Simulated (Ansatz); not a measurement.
ClH6NSi2 (`[SiH3]N[SiH2]Cl`). Charge 0, multiplicity 1. The structure was optimised at the PBE0-D4/def2-TZVP level. It is one conformer, not always the lowest.

```xyz
10

Si   -1.428   -0.622    0.233
N     0.142   -0.019    0.653
Si    1.268    0.755   -0.372
Cl    2.441   -0.568   -1.439
H    -1.755   -0.061   -1.101
H    -1.464   -2.108    0.170
H    -2.438   -0.185    1.232
H     0.503   -0.309    1.553
H     0.530    1.556   -1.371
H     2.202    1.562    0.442
```

(1) What is the dipole moment at B3LYP/def2-TZVPP? (An estimate is asked.)

(2) And with PBE, r2SCAN, ωB97M-V? (Estimate.)

(3) Give the Mulliken charges with B3LYP, r2SCAN, PBE in def2-TZVPP. (Best estimate.)

Answers

(1) Ansatz gave: 1.80 D, with components (-0.76, 0.38, 1.59) D in this frame, pointing from negative to positive charge.

(2) The calculation gave: PBE 1.76 D, r2SCAN 1.81 D, ωB97M-V 1.80 D.

(3) The calculation gave: 
| atom | B3LYP | r2SCAN | PBE |
| --- | --- | --- | --- |
| Si1 | 0.33 | 0.37 | 0.26 |
| N2 | -0.35 | -0.41 | -0.28 |
| Si3 | 0.48 | 0.53 | 0.40 |
| Cl4 | -0.27 | -0.27 | -0.24 |
| H5 | -0.06 | -0.06 | -0.05 |
| H6 | -0.07 | -0.08 | -0.06 |
| H7 | -0.07 | -0.08 | -0.05 |
| H8 | 0.12 | 0.14 | 0.13 |
| H9 | -0.06 | -0.07 | -0.05 |
| H10 | -0.07 | -0.07 | -0.06 |

B3LYP here is the variant with VWN-RPA as its local correlation; programs differ in this.
